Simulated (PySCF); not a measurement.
## Ionising CsF

HSE06; basis Cs def2-SVPD with ECP46, F def2-SVPD; scalar-relativistic core potentials; PySCF 2.14. Neutral (UKS): singlet (closed shell), Re = 2.445 Å, ωe = 334 cm⁻¹, De = 4.96 eV, HOMO -5.89 eV, LUMO -1.16 eV.

CsF⁻ (UKS): doublet (σ ↑), Re = 2.540 Å, ωe = 277 cm⁻¹, De = 1.92 eV to Cs + F⁻. The energies at the minima are -119.89048 hartree for CsF and -119.90244 for CsF⁻.

Q: Work out the adiabatic electron affinity, without and with harmonic zero-point energies (1 hartree = 27.2114 eV, 1 eV = 8065.5 cm⁻¹), and the change of the bond length.

A: At HSE06: 0.01196 hartree = 0.325 eV between the minima; the zero-point term (334.0 − 277.0)/2 cm⁻¹ = +0.004 eV makes it 0.329 eV. Re changes by +9.5 pm against the neutral. The electron enters a σ orbital; in so polar a molecule the change of length follows mostly from the change of the ionic charges.

Spin–orbit coupling is left out, which matters for elements this heavy, above all for dissociation energies. For an ion De counts to the pair picked by the measured ionisation energies or electron affinities, which need not be the lowest pair at this level. The highest Kohn–Sham level is positive in this anion. Much of that is self-interaction error, but it also means that the finite basis helps to hold the extra electron. States were picked by a PBE0 search and need not be the measured ground states.
